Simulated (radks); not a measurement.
The numbers below are computed, except where a source is named.
Problem. Species: V+. Configuration: [Ne] 3s1.5 3p6 3d4 4f0.5 (fractional occupations, a model configuration). Level of theory: Dirac Kohn-Sham, PBE, spin-unpolarised, spherical densities, point nucleus; open shells fill j = l - 1/2 first (a radial shooting solver on a logarithmic mesh with Libxc functionals). Some entries of the table are withheld. Estimate them.

orbital,occ.,eigenvalue (eV),<r^2> (bohr^2),<1/r> (bohr^-1)
1s1/2,2,(1),0.005935,22.84
2s1/2,2,-611.3342,0.1122,4.815
2p1/2,2,-516.7686,0.09128,(2)
2p3/2,4,-509.6565,0.09302,(3)
3s1/2,1.5,-78.8771,1.043,1.484
3p1/2,2,-53.3124,1.213,1.357
3p3/2,4,-52.4869,1.233,1.342
3d3/2,4,-13.8975,(4),0.9742
3d5/2,0,-13.8308,(5),0.9708
4s1/2,0,-12.1472,(6),0.4363
4p1/2,0,-7.9676,15.73,0.3500
4p3/2,0,-7.9086,15.93,0.3475
4d3/2,0,(7),55.22,0.1900
4d5/2,0,(8),55.36,0.1898
4f5/2,0.5,-2.0252,123.2,(9)
4f7/2,0,-2.0252,123.2,(10)

Solution. 
(1) 1s1/2 eigenvalue (eV): -5374.407
(2) 2p1/2 <1/r> (bohr^-1): 4.751
(3) 2p3/2 <1/r> (bohr^-1): 4.685
(4) 3d3/2 <r^2> (bohr^2): 2.530
(5) 3d5/2 <r^2> (bohr^2): 2.547
(6) 4s1/2 <r^2> (bohr^2): 10.20
(7) 4d3/2 eigenvalue (eV): -3.5653
(8) 4d5/2 eigenvalue (eV): -3.5620
(9) 4f5/2 <1/r> (bohr^-1): 0.1053
(10) 4f7/2 <1/r> (bohr^-1): 0.1053
